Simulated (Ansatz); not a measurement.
BH7SSi2. The species carries charge 0 and has multiplicity 1. The bonds changed during the relaxation, so this is another structure than the one it started from.

Cartesian coordinates in Å:
```
B 0.0712 -0.8261 0.7183
Si 1.1063 0.7762 -0.0983
S 0.0626 1.3801 -1.8703
Si -1.1533 0.0510 -0.7089
H 0.7068 -0.3671 1.6467
H 0.5216 -1.8290 0.2433
H 2.4267 0.1759 -0.3810
H 1.2145 1.9082 0.8506
H -2.2831 0.7857 -0.0946
H -1.0525 -0.9316 1.1689
H -1.6207 -1.1232 -1.4748
```

Problem. What are the harmonic wavenumbers in cm⁻¹ at PBE0-D4/def2-TZVP (Ansatz, finite differences of forces, unscaled)? (Estimate.)

Solution. Ansatz gave: 124, 129, 320, 391, 418, 487, 505, 550, 569, 578, 649, 713, 722, 789, 852, 935, 940, 1035, 1082, 1136, 2239, 2243, 2263, 2265, 2454, 2514, 2614.

Problem. Is this a minimum?

Solution. Yes, all 27 modes are real.

Problem. Give the ideal-gas thermochemistry at 298.15 K and 1 bar (rigid rotor, harmonic oscillator; point group Cs, symmetry number 1).

Solution. Zero-point energy 176.5 kJ/mol; H(298) − E = 197.1 kJ/mol; entropy 336.3 J/(mol·K), of which translation 167.0, rotation 111.4, vibration 57.9; G(298) − E = 96.8 kJ/mol.

Problem. And at 400, 500, 600, 800 and 1000 K?

Solution. 
```tsv
T (K)	H − E (kJ/mol)	S (J/mol/K)	G − E (kJ/mol)
400	210.2	374.2	60.6
500	225.3	407.7	21.4
600	242.0	438.1	-20.9
800	279.0	491.2	-114.0
1000	319.6	536.4	-216.8
```
